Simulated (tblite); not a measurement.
C4H12B2S.
SMILES with atom numbers: `[CH3:1][BH:2][CH2:3][BH:4][S:5][CH2:6][CH3:7]` (hydrogens: H8, H9, H10 on C1; H11 on B2; H12, H13 on C3; H14 on B4; H15, H16 on C6; H17, H18, H19 on C7)

Computed with GFN2-xTB (tblite), gas phase: L-BFGS steps from a force-field or distance-geometry start until the largest atomic force falls under 0.01 eV/Å.

Step 51: E = -554.9267 eV
```
atom  x, y, z in Å  |  force x, y, z in eV/Å
C1     -3.3543    0.8281   -0.0703    0.101  -0.062  -0.063
B2     -2.6332   -0.5266   -0.4269    0.043   0.076  -0.130
C3     -1.5415   -1.1383    0.5309   -0.002   0.043   0.052
B4     -0.0522   -1.0230   -0.0006   -0.168   0.106  -0.043
S5      0.8243    0.5208   -0.0639   -0.057   0.016   0.123
C6      2.5732   -0.0449   -0.2749    0.191   0.109  -0.029
C7      3.5955    1.0471    0.0183   -0.085   0.029   0.009
H8     -3.0124    1.2746    0.8609   -0.011   0.066  -0.067
H9     -4.4349    0.7073    0.0018    0.012  -0.041  -0.039
H10    -3.1906    1.5427   -0.8802   -0.027   0.011   0.116
H11    -2.8875   -1.0587   -1.4425   -0.018  -0.049   0.027
H12    -1.6316   -0.6371    1.4931    0.138   0.042   0.127
H13    -1.7434   -2.1977    0.6992   -0.043  -0.006  -0.079
H14     0.5121   -1.9793   -0.3664    0.149  -0.048   0.015
H15     2.6948   -0.4090   -1.2947   -0.066  -0.119   0.067
H16     2.6911   -0.8498    0.4458    0.062  -0.129  -0.094
H17     3.7511    1.7075   -0.8314   -0.165  -0.013  -0.003
H18     4.5551    0.6014    0.2712   -0.003  -0.089  -0.045
H19     3.2744    1.6441    0.8653   -0.051   0.055   0.057
```

Step 52: E = -554.9400 eV
```
atom  x, y, z in Å  |  force x, y, z in eV/Å
C1     -3.3508    0.8332   -0.0806    0.020  -0.061   0.054
B2     -2.6272   -0.5164   -0.4395    0.068   0.088  -0.159
C3     -1.5488   -1.1369    0.5287    0.032   0.045   0.085
B4     -0.0472   -1.0370    0.0320   -0.051  -0.002  -0.158
S5      0.8351    0.4995   -0.0307   -0.084   0.052   0.122
C6      2.5815   -0.0542   -0.2768    0.113   0.058   0.016
C7      3.5857    1.0503    0.0103    0.073   0.068   0.069
H8     -3.0123    1.2778    0.8497    0.040   0.086   0.034
H9     -4.4286    0.7006    0.0031   -0.033  -0.068  -0.047
H10    -3.2096    1.5620   -0.8755    0.019   0.054  -0.037
H11    -2.8817   -1.0331   -1.4657    0.036  -0.067   0.085
H12    -1.6365   -0.6504    1.5001    0.077   0.085   0.069
H13    -1.7588   -2.1926    0.6888   -0.080  -0.126  -0.080
H14     0.5325   -1.9973   -0.3184    0.039   0.041   0.066
H15     2.6866   -0.3999   -1.3030   -0.055  -0.141   0.020
H16     2.7294   -0.8707    0.4275    0.008  -0.083  -0.109
H17     3.7201    1.7171   -0.8386   -0.116  -0.047   0.013
H18     4.5520    0.6137    0.2619   -0.016  -0.026  -0.113
H19     3.2687    1.6434    0.8613   -0.090   0.044   0.068
```

Step 53: E = -554.9470 eV
```
atom  x, y, z in Å  |  force x, y, z in eV/Å
C1     -3.3511    0.8360   -0.0849    0.002  -0.054   0.114
B2     -2.6240   -0.5102   -0.4454    0.099   0.091  -0.087
C3     -1.5501   -1.1338    0.5281    0.011  -0.022   0.084
B4     -0.0454   -1.0414    0.0443    0.026  -0.028  -0.187
S5      0.8418    0.4914   -0.0116   -0.081   0.042   0.112
C6      2.5868   -0.0600   -0.2766    0.040   0.027   0.034
C7      3.5807    1.0515    0.0079    0.122   0.074   0.082
H8     -3.0134    1.2828    0.8443    0.046   0.069   0.062
H9     -4.4281    0.6997    0.0011   -0.042  -0.080  -0.043
H10    -3.2164    1.5691   -0.8733    0.033   0.090  -0.122
H11    -2.8762   -1.0262   -1.4710    0.040  -0.077   0.062
H12    -1.6338   -0.6557    1.5051    0.036   0.080   0.025
H13    -1.7648   -2.1916    0.6772   -0.083  -0.088  -0.062
H14     0.5418   -2.0031   -0.2969   -0.006   0.069   0.071
H15     2.6803   -0.3997   -1.3057   -0.041  -0.126   0.002
H16     2.7485   -0.8840    0.4167   -0.016  -0.054  -0.094
H17     3.6991    1.7204   -0.8414   -0.077  -0.047   0.015
H18     4.5513    0.6213    0.2560   -0.016   0.009  -0.134
H19     3.2631    1.6426    0.8607   -0.091   0.025   0.067
```

**Question.** Estimate the geometry and energy of step 54. (The exact step hangs on the optimiser's Hessian estimate; all steps are aligned on step 53, rigid shifts and turns removed.)

**Answer.** E = -554.9564 eV, largest force 0.194 eV/Å
```
atom  x, y, z in Å  |  force x, y, z in eV/Å
C1     -3.3517    0.8405   -0.0887   -0.006   0.028   0.085
B2     -2.6173   -0.5004   -0.4522    0.127   0.074   0.051
C3     -1.5491   -1.1303    0.5274   -0.015  -0.048   0.044
B4     -0.0426   -1.0444    0.0539    0.102  -0.033  -0.162
S5      0.8511    0.4836    0.0189   -0.047  -0.005   0.079
C6      2.5931   -0.0699   -0.2746   -0.049  -0.003   0.041
C7      3.5739    1.0528    0.0071    0.096   0.053   0.056
H8     -3.0149    1.2930    0.8388    0.028   0.029   0.065
H9     -4.4289    0.6979   -0.0046   -0.007  -0.082  -0.027
H10    -3.2236    1.5800   -0.8739    0.032   0.052  -0.124
H11    -2.8684   -1.0222   -1.4724    0.035  -0.079   0.008
H12    -1.6259   -0.6601    1.5105   -0.014   0.045  -0.032
H13    -1.7664   -2.1909    0.6588   -0.102  -0.045  -0.015
H14     0.5540   -2.0071   -0.2710   -0.045   0.081   0.046
H15     2.6665   -0.4050   -1.3078   -0.015  -0.062   0.008
H16     2.7729   -0.9061    0.4007   -0.049   0.004  -0.054
H17     3.6650    1.7232   -0.8440   -0.012  -0.035   0.016
H18     4.5507    0.6338    0.2461    0.010   0.043  -0.141
H19     3.2518    1.6408    0.8615   -0.070  -0.017   0.057
```

The energy changes by -0.0094 eV. The first-order estimate −F·Δx gives -0.0140 eV and the mean of the old and new forces, exact on a quadratic surface, -0.0094 eV. The step makes an angle of 71° with the force vector and moves no atom by more than 0.037 Å.

What follows is the cost of the whole relaxation. The run took 0.93 s wall on an Arm Neoverse V2 with one thread, no GPU, on a shared host.
